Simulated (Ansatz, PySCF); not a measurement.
Gas-phase reaction (SMILES): [OH][Al]([F])[F] + N (NH3) -> [NH2][Al]([F])[F] + O (H2O); ammonia cleaves one Al-O bond, a model of a ligand-exchange step.

Geometries: B3LYP-D3(BJ)/def2-TZVP minima from Ansatz (a quantum-chemistry and plane-wave program), one conformer each, not searched for the lowest. Valence correlation only, unless marked. No spin-orbit coupling. Non-relativistic. CBS(X,Y): correlation extrapolated as X^-3; Hartree-Fock from the larger set (for Q and 5 zeta extrapolated as (X+1)exp(-9√X)). Thermal terms are rigid-rotor harmonic-oscillator values from B3LYP-D3(BJ) frequencies (Ansatz or PySCF) at 298.15 K and 1 atm. 1 Eh = 627.5095 kcal/mol.

```
species            E, CCSD(T)/CBS(cc-pV(Q+d)Z,cc-pV(5+d)Z) (Ansatz) (Eh)  E, PBE0-D4/def2-TZVPD (Ansatz + dftd4) (Eh)  H - E (Eh)
-----------------  -----------------------------------------------------  -------------------------------------------  ----------
[OH][Al]([F])[F]                                              -517.59587                                   -517.90737     0.02471
N (NH3)                                                        -56.50471                                    -56.51535     0.03799
[NH2][Al]([F])[F]                                             -497.70886                                   -498.02821     0.03710
O (H2O)                                                        -76.37670                                    -76.38102     0.02495
```

Question: Work out ΔE and ΔH at 298.15 K at the first level, then ΔH at the second.

Answer: 
1. ΔE = [(-497.70886) + (-76.37670)] - [(-517.59587) + (-56.50471)] = 0.01502 Eh = 9.4 kcal/mol at CCSD(T)/CBS(cc-pV(Q+d)Z,cc-pV(5+d)Z).
2. The terms H - E add up to -0.00065 Eh, so ΔH = (0.01502 + (-0.00065))×627.5095 = 9.0 kcal/mol.
3. At PBE0-D4/def2-TZVPD the same steps give ΔE = 8.5 and ΔH = 8.1 kcal/mol, a shift of -0.9 from the first level.
4. These values are not checked against measurement here, since the tables used lack a sound gas-phase enthalpy of formation for at least one species.
